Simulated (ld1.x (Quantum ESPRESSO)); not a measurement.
# boron: one change to a PAW potential, before and after

ld1.x (Quantum ESPRESSO) 7.5 input, shortened:

```
&input
   title='B', zed=5., rel=1, dft='PW91', iswitch=3,
   config='[He] 2s2 2p1'
 /
 &inputp
   pseudotype=3, lpaw=.true., tm=.true., lloc=-1, rcloc=1.80,
   nlcc=.true., rcore=0.75,
   which_augfun='PSQ', rmatch_augfun_nc=.true.
 /
4
2S  1  0   2.00   0.00  1.40  1.65  0.0
2S  1  0   0.00   0.40  1.40  1.65  0.0
2P  2  1   1.00   0.00  3.85  4.35  0.0
2P  2  1   0.00   1.25  3.85  4.35  0.0
 &test
   configts(1)='2s2 2p1'
 /
```

Change: wave 2s channel at 0.4 Ry: rcut 1.40, rcutus 1.65 bohr becomes 2s channel at -0.57 Ry: rcut 1.40, rcutus 1.65 bohr.

Cutoffs: the cutoffs (Ry, on a coarse ladder) from which the occupation-weighted sum of valence levels, in a spherical-Bessel basis at the reference potential, stays within 10 and 1 mRy of its value at 400 Ry; they do not see the model core or the augmentation charge, which bear on the density cutoff. Errors are all-electron minus pseudo energies relative to the spin-unpolarised reference configuration.

**Question.** What does the change do?

**Answer.** Both files are so soft that the ladder of cutoffs tells neither apart; of the 7 tests that both files solve, the error grows in 4 and shrinks in 1 by more than 15 % and 0.3 meV (median size 3.9 → 2.4 meV); neither file shows a bound ghost.

```csv
quantity,base,changed
"cutoff, loose",6 Ry,6 Ry
"cutoff, tight",8 Ry,8 Ry
bound ghosts,none,none
"error for 2s2 2p0, meV [ΔE 8.27 eV]",+3.9,+2.4
"error for 2s1 2p0, meV [ΔE 33.74 eV]",-16,-18
"error for 2s2 2p0.5, meV [ΔE 2.91 eV]",+0.5,+1.5
"error for 2s0 2p3, meV [ΔE 11.72 eV]",-2.2,-2.2
"error for 2s2 2p1.3, meV [ΔE -0.75 eV]",0.0,+1.0
"error for 2s1 2p1, meV [ΔE 14.41 eV]",+24,+40
"error for 2s1 2p2, meV [ΔE 5.85 eV]",+9.0,+15
s: phases at 4.70 bohr within 0.05 rad from the reference energy up to (Ry; the scan ends near 5),to the end of the scan,5.0
p: phases at 4.70 bohr within 0.05 rad from the reference energy up to (Ry; the scan ends near 5),2.0,2.0
lowest overlap eigenvalue by channel,"s 0.55, p 0.77","s 0.56, p 0.77"
```
